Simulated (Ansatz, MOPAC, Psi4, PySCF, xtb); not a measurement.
Lewis adduct: AlH3 (SMILES [AlH3]) (first 4 atoms) with H2S (SMILES S); geometry from B3LYP-D3(BJ)/def2-TZVP, rigid monomers moved along the line of their centres of mass till Al1···S5 is 2.96 Å.
(charge 0, multiplicity 1):
```xyz
7

Al    -0.252    -0.126     0.492
H     -1.002    -1.493     0.800
H     -1.117     1.197     0.339
H      1.197    -0.184    -0.156
S      0.699     0.482     3.231
H      1.205    -0.727     3.533
H     -0.448     0.246     3.892
```

| level | interaction energy (kcal/mol) | minus CCSD(T)/CBS(aug-cc-pV(D+d)Z, aug-cc-pV(T+d)Z) | cost |
|---|---|---|---|
| AM1 | -16.04 | -4.03 | - |
| PM3 | -14.23 | -2.22 | - |
| PM6 | -8.37 | 3.64 | - |
| PM7 | -23.70 | -11.69 | - |
| GFN1-xTB | -21.49 | -9.48 | - |
| GFN2-xTB | -13.37 | -1.37 | - |
| HF/STO-3G (no counterpoise) | -12.57 | -0.56 | - |
| HF/3-21G (no counterpoise) | -10.70 | 1.31 | - |
| HF/6-31G* | -8.74 | 3.27 | - |
| HF/6-31G* (no counterpoise) | -9.16 | 2.85 | - |
| HF/aug-cc-pV(D+d)Z | -8.94 | 3.07 | - |
| PBE/def2-TZVPPD | -12.35 | -0.35 | ×1 |
| PBE-D3(BJ)/def2-TZVPPD | -13.54 | -1.53 | ×1 |
| PBE-D4/def2-TZVPPD | -13.55 | -1.54 | ×1 |
| BP86/6-31G* (no counterpoise) | -12.31 | -0.30 | - |
| r2SCAN/def2-TZVPPD | -13.11 | -1.10 | ×2 |
| r2SCAN-D3(BJ)/def2-TZVPPD | -13.50 | -1.49 | ×2 |
| r2SCAN-D4/def2-TZVPPD | -13.42 | -1.41 | ×2 |
| B3LYP/6-31G* | -10.66 | 1.35 | - |
| B3LYP/6-31G* (no counterpoise) | -11.27 | 0.74 | - |
| B3LYP/LANL2DZ (no counterpoise) | -10.04 | 1.97 | - |
| B3LYP/def2-TZVPPD | -10.20 | 1.81 | ×2 |
| B3LYP-D3(BJ)/def2-TZVPPD | -12.44 | -0.43 | ×2 |
| B3LYP-D4/def2-TZVPPD | -12.12 | -0.12 | ×2 |
| PBE0/def2-TZVPPD | -12.29 | -0.28 | ×1 |
| PBE0-D3(BJ)/def2-TZVPPD | -13.45 | -1.44 | ×1 |
| PBE0-D4/def2-TZVPPD | -13.35 | -1.34 | ×1 |
| M06-2X/6-31G* (no counterpoise) | -13.54 | -1.53 | - |
| wB97X-V/def2-TZVPPD | -12.49 | -0.48 | ×4 |
| wB97M-V/def2-TZVPPD | -12.54 | -0.53 | ×4 |
| MP2/6-31G* | -10.21 | 1.80 | - |
| MP2/6-31G* (no counterpoise) | -11.62 | 0.39 | - |
| MP2/aug-cc-pV(T+d)Z | -11.91 | 0.10 | - |
| MP2/CBS(aug-cc-pV(D+d)Z, aug-cc-pV(T+d)Z) | -12.17 | -0.16 | - |
| SCS-MP2/aug-cc-pV(D+d)Z | -10.51 | 1.49 | - |
| SCS-MP2/aug-cc-pV(T+d)Z | -11.11 | 0.90 | - |
| CCSD/aug-cc-pV(D+d)Z | -10.60 | 1.41 | - |
| CCSD(T)/aug-cc-pV(T+d)Z | -11.73 | 0.28 | ×40* |
| CCSD(T)/CBS(aug-cc-pV(D+d)Z, aug-cc-pV(T+d)Z) | -12.01 | 0.00 | ×40* |
| SAPT0/jun-cc-pV(D+d)Z | -11.23 | 0.78 | - |

 The comparison column counts from a level with limits of its own.

The rows run from -23.70 (PM7) to -8.37 kcal/mol (PM6). The dispersion term adds -1.18 in PBE-D3(BJ), -1.20 in PBE-D4, -0.39 in r2SCAN-D3(BJ). The 6 functionals in def2-TZVPPD without D3 or D4 span 2.91, from r2SCAN to B3LYP.

Interaction energies are E(AB) − E(A) − E(B) at the monomers' geometry in the complex; basis-set methods are counterpoise corrected. Rows marked so take none.

Frozen-core correlation. CBS(a, b) extrapolates the correlation energy as X⁻³ and adds the Hartree–Fock energy of set b. Rows in 3-21G, 6-31G*, LANL2DZ, STO-3G carry no dispersion term and start afresh at each structure (6-31G* with six Cartesian d functions). MP2/6-31G* freezes PySCF's default core. LANL2DZ brings its own core potentials from Na on. The state reached by AM1, PM3, PM6, PM7 isn't checked; PM7 holds dispersion and hydrogen-bond terms.

Codes used: Ansatz (a first-principles code) with Gaussian orbitals; MOPAC for AM1, PM3, PM6, PM7 (differences of heats of formation); Psi4 for SAPT; PySCF for 3-21G rows, 6-31G* rows, LANL2DZ rows, STO-3G rows, the dispersion terms; xtb for the GFN methods. Each number belongs to the level named beside it.

Costs are rough ratios of core time to PBE/def2-TZVPPD (about 4 s over the structures, on one shared machine); a dash marks a level with no comparable run of its own. A star marks coupled-cluster runs past 200 virtual orbitals, where the program's memory plan changes under this machine's limit, so their costs aren't comparable with smaller runs.
